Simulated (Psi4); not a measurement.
C$_{2}$H$_{10}$FNOSi$_{2}$ (SMILES CN(C)[SiH2]O[SiH2]F), singlet, at a GFN2-xTB geometry, atoms displaced at random by about 0.08 Å a coordinate; R2SCAN/STO-3G, gradient run with Psi4.

Psi4 was given this input:
```
memory 2 GB

molecule {
0 1
Si    1.86896143    1.05918390    0.27334899
F     1.10283209    2.60182349   -0.01712391
O     0.85564295    0.04173297    0.58447303
Si   -0.25773599   -0.99726807    0.82908852
N    -1.28154524   -0.95204349   -0.54048403
C    -1.59228905    0.28063434   -1.14798308
C    -2.14265983   -1.96325831   -0.88533256
H     2.26669166    0.86708951   -1.21858290
H     3.03405377    1.40369214    1.13375888
H    -0.84952027   -0.75399222    2.23340408
H     0.27358674   -2.43849071    0.73729296
H    -0.94719064    0.95599848   -0.89958817
H    -1.72612214    0.12440260   -2.27270510
H    -2.63757449    0.57609589   -0.95729021
H    -2.42810856   -2.17359580   -2.06120840
H    -1.73425725   -2.85272089   -0.42210919
H    -3.22883093   -1.83869119   -0.45752254
symmetry c1
no_reorient
no_com
}

set {
  basis sto-3g
}

gradient('r2scan')
print_variables()
```

Output, abridged:

```
gradient() will perform analytic gradient computation.

   => Loading Basis Set <=

    Name: STO-3G
    Role: ORBITAL
    Keyword: BASIS

         ---------------------------------------------------------
                                   SCF
               by Justin Turney, Rob Parrish, Andy Simmonett
                          and Daniel G. A. Smith
                              RKS Reference
         ---------------------------------------------------------

  ==> Geometry <==

    Molecular point group: c1
    Full point group: C1

    Geometry (in Angstrom), charge = 0, multiplicity = 1:

       Center              X                  Y                   Z               Mass
    ------------   -----------------  -----------------  -----------------  -----------------
         SI           1.868961430000     1.059183900000     0.273348990000    27.976926534650
         F            1.102832090000     2.601823490000    -0.017123910000    18.998403162730
         O            0.855642950000     0.041732970000     0.584473030000    15.994914619570
         SI          -0.257735990000    -0.997268070000     0.829088520000    27.976926534650
         N           -1.281545240000    -0.952043490000    -0.540484030000    14.003074004430
         C           -1.592289050000     0.280634340000    -1.147983080000    12.000000000000
         C           -2.142659830000    -1.963258310000    -0.885332560000    12.000000000000
         H            2.266691660000     0.867089510000    -1.218582900000     1.007825032230
         H            3.034053770000     1.403692140000     1.133758880000     1.007825032230
         H           -0.849520270000    -0.753992220000     2.233404080000     1.007825032230
         H            0.273586740000    -2.438490710000     0.737292960000     1.007825032230
         H           -0.947190640000     0.955998480000    -0.899588170000     1.007825032230
         H           -1.726122140000     0.124402600000    -2.272705100000     1.007825032230
         H           -2.637574490000     0.576095890000    -0.957290210000     1.007825032230
         H           -2.428108560000    -2.173595800000    -2.061208400000     1.007825032230
         H           -1.734257250000    -2.852720890000    -0.422109190000     1.007825032230
         H           -3.228830930000    -1.838691190000    -0.457522540000     1.007825032230

  Running in c1 symmetry.

  Rotational constants: A =      0.11493  B =      0.03271  C =      0.02733 [cm^-1]
  Rotational constants: A =   3445.63148  B =    980.74362  C =    819.46844 [MHz]
  Nuclear repulsion =  494.720354672038809

  Charge       = 0
  Multiplicity = 1
  Electrons    = 74
  Nalpha       = 37
  Nbeta        = 37

  ==> Algorithm <==

  SCF Algorithm Type is DF.
  DIIS enabled.
  MOM disabled.
  Fractional occupation disabled.
  Guess Type is SAD.
  Energy threshold   = 1.00e-08
  Density threshold  = 1.00e-08
  Integral threshold = 1.00e-12

  ==> Primary Basis <==

  Basis Set: STO-3G
    Blend: STO-3G
    Number of shells: 35
    Number of basis functions: 53
    Number of Cartesian functions: 53
    Spherical Harmonics?: true
    Max angular momentum: 1

  ==> DFT Potential <==

   => LibXC <=

    Version 7.1.2
    S. Lehtola, C. Steigemann, M. J. T. Oliveira, and M. A. L. Marques,  SoftwareX 7, 1–5 (2018) (10.1016/j.softx.2017.11.002)

   => Composite Functional: R2SCAN <=

    r2SCAN Meta-GGA XC Functional  (0.1021/acs.jpclett.0c02405)
    J. W. Furness, A. D. Kaplan, J. Ning, J. P. Perdew, J. Sun  J. Phys. Chem. Lett.  11, 8208–8215, 2020

    Deriv               =              1
    GGA                 =           TRUE
    Meta                =           TRUE

    Exchange Hybrid     =          FALSE
    MP2 Hybrid          =          FALSE

   => Exchange Functionals <=

    1.0000   XC_MGGA_X_R2SCAN

   => Correlation Functionals <=

    1.0000   XC_MGGA_C_R2SCAN

   => LibXC Density Thresholds  <==

    XC_MGGA_C_R2SCAN:  1.00E-15
    XC_MGGA_X_R2SCAN:  1.00E-11

   => Molecular Quadrature <=

    Radial Scheme          =       TREUTLER
    Pruning Scheme         =           NONE
    Nuclear Scheme         =       TREUTLER

    Blocking Scheme        =         OCTREE
    BS radius alpha        =              1
    Pruning alpha          =              1
    Radial Points          =             75
    Spherical Points       =            302
    Total Points           =         357537
    Total Blocks           =           2654
    Max Points             =            256
    Max Functions          =             48
    Weights Tolerance      =       1.00E-15

   => Loading Basis Set <=

    Name: (STO-3G AUX)
    Role: JKFIT
    Keyword: DF_BASIS_SCF

  ==> Integral Setup <==

  SCF_SUBTYPE=INCORE selected. In-core MEM_DF algorithm will be used.
  Using in-core AOs.

  ==> MemDFJK: Density-Fitted J/K Matrices <==

    J tasked:                   Yes
    K tasked:                    No
    wK tasked:                   No
    Algorithm:                 Core
    Schwarz Cutoff:           1E-12
    Mask sparsity (%):       4.4856
    Fitting Condition:        1E-10

   => Auxiliary Basis Set <=

  Basis Set: (STO-3G AUX)
    Blend: DEF2-UNIVERSAL-JKFIT
    Number of shells: 261
    Number of basis functions: 817
    Number of Cartesian functions: 967
    Spherical Harmonics?: true
    Max angular momentum: 4

  Minimum eigenvalue in the overlap matrix is 1.9474989512E-01.
  Reciprocal condition number of the overlap matrix is 7.7949937992E-02.
    Using symmetric orthogonalization.

  ==> Pre-Iterations <==

  SCF Guess: Superposition of Atomic Densities via on-the-fly atomic UHF (no occupation information).

   -------------------------
    Irrep   Nso     Nmo
   -------------------------
     A         53      53
   -------------------------
    Total      53      53
   -------------------------

  ==> Iterations <==

                           Total Energy        Delta E     RMS |[F,P]|

[...]
  @DF-RKS Final Energy:  -879.94581779179452
    Total Energy =                       -879.9458177917945250
[...]

         ------------------------------------------------------------
                                   SCF GRAD
                          Rob Parrish, Justin Turney,
                       Andy Simmonett, and Alex Sokolov
         ------------------------------------------------------------

  ==> Geometry <==

    Molecular point group: c1
    Full point group: C1

    Geometry (in Angstrom), charge = 0, multiplicity = 1:

       Center              X                  Y                   Z               Mass
    ------------   -----------------  -----------------  -----------------  -----------------
         SI           1.868961430000     1.059183900000     0.273348990000    27.976926534650
         F            1.102832090000     2.601823490000    -0.017123910000    18.998403162730
         O            0.855642950000     0.041732970000     0.584473030000    15.994914619570
         SI          -0.257735990000    -0.997268070000     0.829088520000    27.976926534650
         N           -1.281545240000    -0.952043490000    -0.540484030000    14.003074004430
         C           -1.592289050000     0.280634340000    -1.147983080000    12.000000000000
         C           -2.142659830000    -1.963258310000    -0.885332560000    12.000000000000
         H            2.266691660000     0.867089510000    -1.218582900000     1.007825032230
         H            3.034053770000     1.403692140000     1.133758880000     1.007825032230
         H           -0.849520270000    -0.753992220000     2.233404080000     1.007825032230
         H            0.273586740000    -2.438490710000     0.737292960000     1.007825032230
         H           -0.947190640000     0.955998480000    -0.899588170000     1.007825032230
         H           -1.726122140000     0.124402600000    -2.272705100000     1.007825032230
         H           -2.637574490000     0.576095890000    -0.957290210000     1.007825032230
         H           -2.428108560000    -2.173595800000    -2.061208400000     1.007825032230
         H           -1.734257250000    -2.852720890000    -0.422109190000     1.007825032230
         H           -3.228830930000    -1.838691190000    -0.457522540000     1.007825032230

  Nuclear repulsion =  494.720354672038809

  ==> Basis Set <==

  Basis Set: STO-3G
    Blend: STO-3G
    Number of shells: 35
    Number of basis functions: 53
    Number of Cartesian functions: 53
    Spherical Harmonics?: true
    Max angular momentum: 1

  ==> DFJKGrad: Density-Fitted SCF Gradients <==

    Gradient:                    1
    J tasked:                  Yes
    K tasked:                   No
    wK tasked:                  No
    Integrals threads:           1
    Schwarz Cutoff:          1E-12
    Fitting Condition:       1E-10

   => Auxiliary Basis Set <=

  Basis Set: (STO-3G AUX)
    Blend: DEF2-UNIVERSAL-JKFIT
    Number of shells: 261
    Number of basis functions: 817
    Number of Cartesian functions: 967
    Spherical Harmonics?: true
    Max angular momentum: 4

  ==> DFT Potential <==

   => LibXC <=

    Version 7.1.2
    S. Lehtola, C. Steigemann, M. J. T. Oliveira, and M. A. L. Marques,  SoftwareX 7, 1–5 (2018) (10.1016/j.softx.2017.11.002)

   => Composite Functional: R2SCAN <=

    r2SCAN Meta-GGA XC Functional  (0.1021/acs.jpclett.0c02405)
    J. W. Furness, A. D. Kaplan, J. Ning, J. P. Perdew, J. Sun  J. Phys. Chem. Lett.  11, 8208–8215, 2020

    Deriv               =              1
    GGA                 =           TRUE
    Meta                =           TRUE

    Exchange Hybrid     =          FALSE
    MP2 Hybrid          =          FALSE

   => Exchange Functionals <=

    1.0000   XC_MGGA_X_R2SCAN

   => Correlation Functionals <=

    1.0000   XC_MGGA_C_R2SCAN

   => LibXC Density Thresholds  <==

    XC_MGGA_C_R2SCAN:  1.00E-15
    XC_MGGA_X_R2SCAN:  1.00E-11

   => Molecular Quadrature <=

    Radial Scheme          =       TREUTLER
    Pruning Scheme         =           NONE
    Nuclear Scheme         =       TREUTLER

    Blocking Scheme        =         OCTREE
    BS radius alpha        =              1
    Pruning alpha          =              1
    Radial Points          =             75
    Spherical Points       =            302
    Total Points           =         357537
    Total Blocks           =           2654
    Max Points             =            256
    Max Functions          =             48
    Weights Tolerance      =       1.00E-15

  -Total Gradient:
     Atom            X                  Y                   Z
    ------   -----------------  -----------------  -----------------
       1       -0.096740747820    -0.177617178199     0.110624829180
       2       -0.015825655241     0.047271578130    -0.022217411747
       3        0.050056354241     0.057671602049    -0.041094758850
       4        0.032143783184     0.090718480346    -0.045113199841
       5       -0.046025444675    -0.025965953348    -0.010392876182
       6        0.136331793927     0.073661470999     0.094862956102
       7        0.110103317742     0.066592448407     0.043671328092
       8       -0.004705282839     0.006807545307    -0.037495821199
       9        0.012208853944     0.016877343085    -0.000304822928
      10       -0.008228095086     0.003620985884     0.031043158026
      11        0.010872757112    -0.030906780837    -0.009575524675
      12       -0.097999894967    -0.114045600423    -0.030339798594
      13       -0.025185283923    -0.008103295387    -0.018014781629
      14        0.003535887850    -0.014066530411    -0.019436064258
      15       -0.034158130739    -0.016535214705    -0.056022178424
      16        0.001801527332     0.026433234868     0.002088875543
      17       -0.030312451449     0.001692682261     0.007013497766

  Variable Map:
  ----------------------------------------------------------------------------
[...]
  Array Variable Map:
  ----------------------------------------------------------------------------
[...]
[...]
```
